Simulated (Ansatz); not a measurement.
A nudged elastic band was laid between two geometries of CH₈ClNOSi₂ (14 atoms, charge 0, multiplicity 1).

The calculation used RKS r2SCANh-D4/6-31G (Ansatz).

```
movable images  : 7
climbing image  : yes
spring          : 5.0 eV/Å²
optimiser       : quadratic models (default)
start path      : through a guess of the saddle point
force threshold : 0.03 eV/Å
iteration limit : 60
end points      : relaxed
```

Initial state:

```xyz
14
Properties=species:S:1:pos:R:3
N -1.770 0.276 0.208
Si -0.060 -0.015 0.303
Si 0.456 -2.307 0.363
Cl 0.841 0.867 2.171
C 0.687 1.182 -1.001
O 0.107 2.501 -0.758
H -2.087 1.176 -0.128
H -2.474 -0.284 0.659
H 1.924 -2.487 0.595
H 0.076 -2.935 -0.946
H -0.318 -2.963 1.466
H 1.782 1.206 -0.979
H 0.361 0.900 -2.004
H 0.462 2.857 0.081
```

Final state:

```xyz
14
Properties=species:S:1:pos:R:3
N -1.919 0.039 0.141
Si -0.185 -0.094 0.027
Si 0.472 -2.310 0.469
Cl 0.611 1.181 1.936
C 0.540 0.917 -1.325
O 0.843 2.350 -0.737
H -2.427 0.698 -0.429
H -2.473 -0.432 0.838
H 1.924 -2.355 0.833
H 0.244 -3.163 -0.746
H -0.347 -2.865 1.599
H 1.495 0.623 -1.754
H 0.248 3.027 -1.091
H 0.959 2.354 0.268
```

**Question.** Which bonds break or form, and what moves?

**Answer.** Bonds broken: C5–H13. Bonds formed: O6–H13.

**Question.** What energy profile does the band end with?

**Answer.** The run converged. The highest image is number 6 of 0 to 8, 3.55 eV above the first end and 0.38 eV above the last; the last end lies 3.17 eV above the first. The profile has 2 maxima (images 2, 6) with wells between them (image 4): this band takes more than one step, which may be the mechanism or a detour left from its start path. Neighbouring images differ by up to 3.4 eV, so the band resolves the path poorly. A vibrational analysis at the climbing image gives one clearly imaginary mode, 1071i cm⁻¹: a first-order saddle point. The orbitals stay closed-shell, which can raise the energy where a bond breaks towards radicals; this wasn't checked here. Limits of this set-up: no polarisation functions.

```
image  path coordinate (Å)  energy (eV)  C5–H13 (Å)  O6–H13 (Å)
    0                 0.00         0.00        1.09        2.04
    1                 1.15         0.05        1.09        2.04
    2                 2.29         0.16        1.09        2.03
    3                 3.44         0.10        1.10        2.12
    4                 4.59         0.06        1.10        2.13
    5                 5.73         0.11        1.10        2.07
    6                 6.88         3.55        1.54        1.06
    7                 7.87         3.19        2.12        0.97
    8                 8.85         3.17        2.14        0.97
```

**Question.** What is the geometry of the highest image?

**Answer.** 
```xyz
14
Properties=species:S:1:pos:R:3:forces:R:3
N -2.049 -0.108 -0.022 0.00 0.00 0.00
Si -0.321 -0.007 0.128 0.00 0.00 0.00
Si 0.542 -2.155 0.604 0.00 0.00 0.00
Cl 0.390 1.164 1.973 0.00 0.00 0.00
C 0.166 1.208 -1.228 0.00 0.00 0.00
O 1.500 2.244 -0.681 0.00 0.00 0.00
H -2.568 0.669 -0.404 0.00 0.00 0.00
H -2.610 -0.851 0.363 0.00 0.00 0.00
H 2.005 -2.039 0.900 0.00 0.00 0.00
H 0.348 -3.051 -0.586 0.00 0.00 0.00
H -0.164 -2.755 1.784 0.00 0.00 0.00
H 0.627 0.804 -2.135 0.00 0.00 0.00
H 0.577 2.666 -0.975 0.00 0.00 0.00
H 1.545 2.182 0.308 0.00 0.00 0.00
```

Time of the run: 15 min on 2 threads of Intel(R) Xeon(R) Platinum 8488C (Sapphire Rapids), on a shared host, peak memory 0.27 GiB.
